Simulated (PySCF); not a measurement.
C4H10Ge.
Geometry (PBE0-D3(BJ)/def2-SVP, Å), atoms numbered from 1 in this order:
```xyz
15
C4H10Ge angstrom
C     -3.0145   -0.4651    0.2593
C     -1.9934   -0.5180   -0.6009
Ge    -0.3558    0.5019   -0.3857
C      1.1761   -0.6829   -0.0665
C      2.5026    0.0535    0.0654
H     -3.9222   -1.0648    0.1232
H     -2.9950    0.1841    1.1423
H     -2.0740   -1.1875   -1.4673
H     -0.5428    1.4605    0.8115
H     -0.0819    1.3383   -1.6563
H      1.2107   -1.4092   -0.8954
H      0.9538   -1.2643    0.8435
H      2.4880    0.7715    0.9011
H      3.3379   -0.6415    0.2477
H      2.7437    0.6223   -0.8466
```

Linear response at B3LYP/def2-SVPD (PySCF, frozen core in the response, non-relativistic). Relativistic effects, spin–orbit coupling among them, are left out although an element past zinc is present.

Static isotropic polarisability: 83.53 au (12.38 Å³), principal values 71.3, 73.2, 106.1 au.

Problem. What is the polarisability at 1064 nm and at the sodium D line?

Solution. 84.41 au at 1064 nm (+1.1 %), 86.51 au at 589.3 nm (+3.6 %). The rise at 589.3 nm is 3.39 times that at 1064 nm; a pure ω² law gives 3.26. The lowest singlet lies at 195 nm, shorter than both wavelengths.

Problem. What is the isotropic C6 coefficient between two such molecules, C6 = (3/π)∫α(iω)² dω?

Solution. 2538 au (Eh·bohr⁶) by a ten-point quadrature over imaginary frequencies, which is 1520 eV·Å⁶ or 146 J·nm⁶/mol.

Problem. Which effective excitation energy ω̄ makes London's formula C6 = (3/4)α²ω̄ exact here?

Solution. ω̄ = 4·C6/(3α²) = 0.485 Eh = 13.2 eV. A one-pole form α(ω) = α/(1 − ω²/ω̄²) fitted to the 1064 nm value gives 11.4 eV. London's choice of the ionisation energy (9.42 eV, ΔSCF at the same level) gives C6 = 1810 au, 29 % too low.

Problem. What three-body coefficient follows from the one-pole estimate C9 = (3/4)·α·C6?

Solution. 159000 au. This is an estimate from the two numbers above, not a computed integral.

Problem. The lowest 10 singlets have (eV, f): 6.36, 0.065; 6.67, 0.172; 6.98, 0.007; 7.12, 0.003; 7.28, 0.105; 7.60, 0.037; 7.62, 0.104; 7.68, 0.032; 7.76, 0.002; 7.97, 0.024. What share of the static polarisability do they carry in the sum over states α = Σ f/ω²?

Solution. 8.18 au, 9.8 % of α; the largest term, 2.87 au, is that of the state at 6.67 eV. Their oscillator strengths add up to 0.55. Higher states carry the rest.

Problem. How many electrons N does the Slater–Kirkwood formula C6 = (3/4)·√N·α^(3/2) need to give this C6?

Solution. N = (4·C6/3)²/α³ = 19.6; the species has 66 electrons in all.

Problem. What molar refraction at the D line follows from R = (4π/3)·N_A·α′, with α′ the polarisability volume?

Solution. α′ = 12.82 Å³ gives R = 32.34 cm³/mol, for isolated, non-vibrating species.

One conformer stands for the species.
